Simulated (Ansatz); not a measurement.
Calculated with Ansatz (gas phase, PBE0-D4/def2-TZVP geometries, no zero-point term in ΔE). CBS: MP2 limit from def2 TZ/QZ plus the TZ coupled-cluster correction, frozen cores. DFT in def2-TZVPP. def2 core potentials past Kr. For W outer-core shells are correlated without core-valence functions, which leaves a few kJ/mol of doubt a bond. Each species was taken in one conformer, which may not be the lowest.

`[NH]=[W](=[NH])([F])[Cl]` + `C[NH][Al]([CH3])[Cl]` → `[NH]=[W](=[NH])([Cl])[Cl]` + `C[NH][Al]([CH3])[F]`  (redistribution)

```json
{"species": "`[NH]=[W](=[NH])([F])[Cl]`", "r2SCAN energy (Eh)": "-738.04657"}
{"species": "`C[NH][Al]([CH3])[Cl]`", "r2SCAN energy (Eh)": "-837.86090"}
{"species": "`[NH]=[W](=[NH])([Cl])[Cl]`", "r2SCAN energy (Eh)": "-1098.38570"}
{"species": "`C[NH][Al]([CH3])[F]`", "r2SCAN energy (Eh)": "-477.52912"}
```

Problem. Work out ΔE.

Solution. ΔE = (-1098.38570) + (-477.52912) − (-738.04657) − (-837.86090) = -0.00735 Eh = -19.3 kJ/mol. CCSD(T)/CBS gives -32.7 kJ/mol.

Largest T1 diagnostic among the species: 0.020.

In def2-TZVPP, CCSD(T) changes the Hartree–Fock value by −12.7 kJ/mol (the triples alone add −2.2 kJ/mol) and MP2 by −28.5 kJ/mol. At CCSD(T), def2-SVP lies +6.6 kJ/mol from the extrapolated value and def2-TZVPP +1.4 kJ/mol. Leaving LDA and LC-ωPBE aside and taking each functional with its dispersion term where it has one, the values, not all of them listed here, spread over 14.7 kJ/mol, from PBE-QIDH to ωB97X-V.
